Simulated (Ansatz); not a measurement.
Species: 1-methylselanylbutane, C5H12Se (charge 0, singlet). 
Structure (B3LYP-D3(BJ)/def2-TZVP (Ansatz, a program for electronic structure) minimum search):
```xyz
18

C     -3.9922     0.4965    -0.1159
C     -2.6416     0.8714     0.4875
C     -1.4806     0.0953    -0.1353
C     -0.1374     0.4726     0.4695
Se     1.3205    -0.5571    -0.3701
C      2.7865     0.2233     0.6733
H     -4.8046     1.0622     0.3435
H     -4.0115     0.6970    -1.1897
H     -4.2039    -0.5659     0.0253
H     -2.6583     0.6900     1.5669
H     -2.4672     1.9444     0.3600
H     -1.6516    -0.9777    -0.0059
H     -1.4603     0.2781    -1.2140
H     -0.1174     0.2627     1.5395
H      0.0758     1.5314     0.3189
H      2.6458     0.0160     1.7320
H      3.7059    -0.2464     0.3306
H      2.8407     1.2961     0.5004
```

Property: vertical ionisation energy (to the doublet state of charge +1; each state is the SCF solution reached for its spin), in eV. Cores are frozen in the correlated levels unless marked. Open shells are spin-unrestricted. Spin-orbit coupling is left out. Frozen are the shells of the preceding noble gas and the d and f shells that filled before the atom's block. Non-relativistic. 

```csv
level,program,vertical ionisation energy (eV)
HF/aug-cc-pVDZ,Ansatz,7.09
HF/aug-cc-pVTZ,Ansatz,7.07
SVWN5/def2-TZVPD,Ansatz,8.17
PBE/def2-TZVPD,Ansatz,7.96
r2SCAN/def2-TZVPD,Ansatz,8.00
B3LYP/def2-TZVPD,Ansatz,8.11
BHLYP/def2-TZVPD,Ansatz,8.00
wB97M-V/def2-TZVPD,Ansatz,8.12
wB97X-V/def2-TZVPD,Ansatz,8.15
B2PLYP/def2-TZVPD,Ansatz,8.08
MP2/aug-cc-pVDZ,Ansatz,8.07
RI-MP2/aug-cc-pVTZ,Ansatz,8.21
CCSD/aug-cc-pVDZ,Ansatz,7.97
CCSD(T)/aug-cc-pVDZ,Ansatz,8.01
```
